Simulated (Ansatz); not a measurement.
Computed with Ansatz on PBE0-D4/def2-TZVP structures; ΔE is electronic, products minus reactants. CCSD(T)/CBS is the MP2 limit (def2-TZVPP, def2-QZVPP) plus CCSD(T) − MP2 in def2-TZVPP, frozen cores. Functionals use def2-TZVPP. Elements past krypton have def2 core potentials. For Sn outer-core shells are correlated without core-valence functions, which leaves a few kJ/mol of doubt a bond. One conformer a species, not always the lowest.

Consider the formal exchange of groups at a C–C bond: `CCOC` + `[CH3][SnH2][CH3]` → `[CH3][SnH]([CH3])[CH3]` + `COC`.

**Question.** Is it downhill or uphill in electronic energy at CCSD(T)/CBS, and by how much? (Estimate.)

**Answer.** Computed: Downhill: ΔE = -18.1 kJ/mol.

**Question.** What do these levels give: BLYP-D4, r2SCAN-D4, BHLYP-D4, CAM-B3LYP-D4, ωB97M-V, revPBE, BHLYP, MP2/def2-SVP, CCSD(T)/def2-SVP, MP2/def2-TZVPP, CCSD(T)/def2-TZVPP, HF/CBS(def2)? (Estimate.)

**Answer.** Ansatz gave: BLYP-D4 -14.0, r2SCAN-D4 -11.1, BHLYP-D4 -10.5, CAM-B3LYP-D4 -8.5, ωB97M-V -11.3, revPBE -13.6, BHLYP -7.6, MP2/def2-SVP -1.9, CCSD(T)/def2-SVP 1.8, MP2/def2-TZVPP -19.1, CCSD(T)/def2-TZVPP -14.3, HF/CBS(def2) -4.5 kJ/mol.

Largest T1 diagnostic among the species: 0.011.

At CCSD(T), def2-SVP lies +19.9 kJ/mol from the extrapolated value and def2-TZVPP +3.8 kJ/mol. From BLYP to BHLYP (50 % exact exchange), in def2-TZVPP and without D4, ΔE moves by +5.0 kJ/mol.
